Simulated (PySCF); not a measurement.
**Telling isomers of C₈H₇FSi apart by NMR**

PySCF 2.14 calculation with structure optimised with PBE0-D3(BJ)/def2-SVP and GIAO PBE0/pcSseg-1 shieldings; isolated molecule, non-relativistic Hamiltonian, rapidly exchanging positions averaged, one conformer.

Shifts are taken against calculated references (same method and geometry level): $^{1}$H (31.27 ppm), $^{13}$C (184.41 ppm) vs TMS. Splittings of carbon signals by F and P are missing where no couplings were computed. Where no couplings were computed, multiplicities follow the n + 1 count of equivalent neighbours, and m marks all less simple cases (inequivalent or close neighbours, rings, F or P nearby). Shifts are as computed. Against solution values, carbons near 30 ppm lie about +2 ppm off and those near 130 ppm about +5 ppm. Of 1211 compounds with measured shifts, 218 miss one by over three times the rms of a fit or turn the order of signals round; such compounds aren't used in these exercises.

(1) Tabulate the signals of `FC1=Cc2ccccc2[SiH2]1`, `Fc1cccc2c1C=C[SiH2]2` and their relative energies.

(2) What is the quickest way to tell FC1=Cc2ccccc2[SiH2]1 from Fc1cccc2c1C=C[SiH2]2?

## Answers

(1) 
```tsv
SMILES	carbon types	δC	δH	E rel. (kcal/mol)
FC1=Cc2ccccc2[SiH2]1	3×C 5×CH	181.9, 152.7, 139.5, 136.9, 135.5, 131.9, 130.0, 129.7	7.53 (d, 1H), 7.42 (m, 1H), 7.23 (d, 1H), 7.23 (m, 1H), 6.78 (m, 1H), 4.84 (m, 2H)	4.1
Fc1cccc2c1C=C[SiH2]2	3×C 5×CH	165.5, 155.3, 141.7, 140.8, 134.9, 134.0, 131.8, 122.6	7.84 (m, 1H), 7.49 (m, 1H), 7.34 (m, 1H), 7.15 (m, 1H), 6.42 (m, 1H), 4.92 (m, 2H)	0.0
```

Energies are electronic energies at PBE0/pcSseg-1 on these geometries, without zero-point or thermal terms, each for the one conformer computed, which needn't be the lowest.

(2) Both give the same number of carbon signals, with the same numbers of each carbon type, so the positions decide. The first has a fully substituted alkene carbon (C) at 181.9 ppm, the second an alkene CH at 155.3 ppm. Their most deshielded carbons lie at 181.9 and 165.5 ppm.
